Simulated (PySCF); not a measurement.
# Heteronuclear NMR

Structure with atom numbers: `[O:1]=[C:2]1[CH2:3][CH:4]=[CH:5][Si@:6]12[CH2:7][CH2:8][O:9][CH2:10]2`. Each H is labelled by its parent atom. Ha(C3), Ha(C7), Ha(C8), Ha(C10) are pro-R; Hb(C3), Hb(C7), Hb(C8), Hb(C10) are pro-S.

Non-relativistic, isolated molecule, one computed conformer. Shielding tensors at PBE0/pcSseg-1 (GIAO); GFN2-xTB structure; PySCF.

Problem. Where does 29Si resonate?

Solution. 
```json
{"atoms": "Si6", "environment": "silicon bonded to 4 C, in a 5-membered ring", "σ (ppm)": "372.1", "δ (ppm)": "-25.9"}
```

Shieldings were converted by a linear fit to measured shifts: 29Si (scatter 8.9 ppm rms, 25.8 ppm with the 6 outliers that the fit left out vs TMS, solution or neat liquid). Occasional misses reach two or three times the rms, and more in compound classes unlike the fitted ones.

On a 500 MHz spectrometer 29Si resonates near 99.3 MHz, so 1 ppm is 99.3 Hz.

Problem. Where does 17O resonate?

Solution. 
```tsv
atoms	environment	σ (ppm)	δ (ppm)
O1	carbonyl oxygen	-542.4	760.7
O9	ether oxygen	282.3	9.5
```

Shieldings were converted by a linear fit to measured shifts: 17O (scatter 10.7 ppm rms, 12.2 ppm with the 3 outliers that the fit left out vs liquid water, solution or neat liquid). A few per cent of atoms miss by over 2 rms, more outside the fitted compound classes.

On a 400 MHz spectrometer 17O resonates near 54.2 MHz, so 1 ppm is 54.2 Hz.
